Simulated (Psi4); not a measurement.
H3S, charge +1, singlet, at a GFN2-xTB geometry. Base run: SVWN/def2-TZVP in Psi4.

Psi4 was given this input:
```
memory 2 GB

molecule {
1 1
  S     0.10558214   -0.00190789    0.04613646
  H    -0.31822157    0.99705449   -0.76565970
  H    -0.35082551   -0.98045104   -0.77282250
  H    -1.02026722    0.01392277    0.80029891
}

set basis def2-tzvp

energy('svwn')
print_variables()
```

Variants of this job, named by their change:

| change | ΔE vs base (µEh) | SCF cycles | grid points | basis functions |
|---|---|---|---|---|
| base | 0.0 | 6 | 87187 | 55 |
| scf_type = dfdirj+link | 0.0 | 6 | 87187 | 55 |
| scf_type = mem_df | 0.0 | 6 | 87187 | 55 |
| dft_spherical_points = 590 | 0.0 | 6 | 170210 | 55 |
| e_convergence = 1e-8 | 0.0 | 7 | 87187 | 55 |
| d_convergence = 1e-8 | 0.0 | 8 | 87187 | 55 |
| dft_spherical_points = 110 | -36.1 | 6 | 31909 | 55 |
| scf_initial_accelerator = none | 0.0 | 6 | 87187 | 55 |
| basis_guess = sto-3g | 0.0 | 6 | 87187 | 55 |
| guess = sapgau | 0.0 | 7 | 87187 | 55 |
| dft_radial_points = 99 | -0.3 | 6 | 114533 | 55 |
| soscf = true | 0.0 | 5 | 87187 | 55 |
| diis_max_vecs = 3 | 0.0 | 7 | 87187 | 55 |
